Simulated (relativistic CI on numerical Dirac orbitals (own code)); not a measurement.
# The spin-orbit constant of Sc⁵⁺ from its measured fine structure

Problem. The ground term ³P of Sc⁵⁺ (3s²3p⁴) has the measured levels J = 0: 4457.1, J = 1: 3346.1, J = 2: 0.0 cm⁻¹ (Sugar and Corliss, J. Phys. Chem. Ref. Data 9, 473 (1980)). Test the interval rule and estimate ζ(3p).

Working.
1. In LS coupling E(J) − E(J − 1) = AJ. The intervals give A = -1111.0 (J = 1), -1673.0 (J = 2) cm⁻¹.
2. These values spread by 38 % of their mean, from second-order spin-orbit mixing with other terms and from spin-spin terms.
3. The whole width divided by the sum of the upper J values gives a mean A = -1485.7 cm⁻¹.
4. For the Hund term of a shell that is more than half full, A = −ζ/2S with 2S = 2, so ζ = 2971 cm⁻¹.

Check. The value calculated from Dirac-Coulomb-Breit radial functions of this configuration is ζ = 3144 cm⁻¹, 6 % above the estimate from measurement. The same recipe applied to the calculated levels returns 2942 cm⁻¹, which shows the bias of the recipe itself. Where the interval rule fails, the estimate is only rough.
